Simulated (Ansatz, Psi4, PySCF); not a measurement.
CH9AlO2Si2, charge -1, doublet, geometry from GFN2-xTB (such geometries of metal compounds can be far from the true shape) (a state made from the parent by changing its charge; the spin is typed, not shown lowest) (in this run its highest filled SCF level lies above zero, so its values depend strongly on the basis, on diffuse functions most of all). Base run: PBE/def2-SVP (PySCF).

Geometry (Å):
```xyz
15

Al     0.1935     0.3023     0.2957
C      1.0573     1.7320     1.5604
H      1.7542     1.2832     2.2745
H      0.3076     2.2717     2.1503
H      1.6203     2.4939     1.0091
O     -0.9473     1.0583    -0.8478
Si    -1.9458     1.8130    -1.8338
H     -3.3435     1.4765    -1.5015
H     -1.6844     1.4086    -3.2291
H     -1.7921     3.2762    -1.7441
O      0.7624    -1.3658     0.5836
Si     1.3212    -2.8250     0.9012
H      0.2209    -3.7117     1.3255
H      2.3258    -2.7897     1.9796
H      1.9551    -3.4016    -0.3000
```
Charge -1, spin multiplicity 2.
Orbitals are unrestricted.
All else is at PySCF's defaults.

The same geometry, method and basis name were run in Ansatz (a program for electronic structure) and Psi4 and PySCF, at each program's defaults and at the settings that a row names. The base is PySCF at its defaults. Differences at the defaults can come from grids, fitting, cores and function types together.

```
code and settings                                                                             ΔE vs base (µEh)  basis functions       E (Eh)  SCF cycles
--------------------------------------------------------------------------------------------  ----------------  ---------------  -----------  ----------
PySCF, defaults (exact integrals, its default grid, spherical functions)                                   0.0              141  -1014.44914          14
Psi4, defaults (density fitting with its default set, its default grid, spherical functions)              -179              141  -1014.44932          12
Ansatz, defaults (factorised integrals, its default grid, spherical functions)                            -3.3              141  -1014.44914           -
PySCF, density fitting with def2-universal-jkfit                                                          -205              141  -1014.44935          14
PySCF, fine grid                                                                                           1.2              141  -1014.44914          14
Psi4, exact integrals, spherical functions, fine grid                                                      2.2              141  -1014.44914          16
Ansatz, high accuracy                                                                                      1.8              141  -1014.44914           -
```

Open shells are given as the SCF converged; they aren't shown to be the lowest states, and a large step between rows can be another state.
